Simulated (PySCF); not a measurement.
C2H5O (SMILES C[CH]O), doublet, at a GFN2-xTB geometry. Base run: HF/3-21G in PySCF.

Geometry (Å):
```xyz
8

C      1.1931    -0.3693    -0.0155
C     -0.0093     0.4805    -0.1555
O     -1.2058    -0.0862     0.2249
H     -1.9301     0.5180     0.0390
H     -0.0390     1.2811    -0.8778
H      2.0770     0.2488     0.1348
H      1.0653    -1.0351     0.8346
H      1.3708    -0.9902    -0.9034
```
Charge 0, spin multiplicity 2.
Orbitals are unrestricted.
All else is at PySCF's defaults.
Base energy -152.59848 Eh.

Variants of this job, named by their change:

| change | ΔE vs base (µEh) | SCF cycles | <S^2> |
|---|---|---|---|
| base | 0.0 | 12 | 0.761 |
| solver = newton | 0.0 | - | 0.761 |
| conv_tol_grad = 1e-3 | 0.0 | 12 | 0.761 |
| diis_space = 20 | 0.0 | 12 | 0.761 |
| DIIS = ADIIS | 0.0 | 20 | 0.761 |
| init_guess = sap | 0.0 | 14 | 0.761 |
| init_guess = 1e | 0.0 | 19 | 0.761 |
| init_guess = huckel | 0.0 | 12 | 0.761 |
| diis_space = 12 | 0.0 | 12 | 0.761 |
| level_shift = 0.3 (with mf.max_cycle = 100) | 0.0 | 14 | 0.761 |
| level_shift = 0.5 (with mf.max_cycle = 100) | 0.0 | 16 | 0.761 |
| level_shift = 1.0 (with mf.max_cycle = 100) | 0.0 | 21 | 0.761 |
| DIIS = EDIIS | 0.0 | 50 | 0.761 |

Open shells are given as the SCF converged; they aren't shown to be the lowest states, and a large step between rows can be another state.
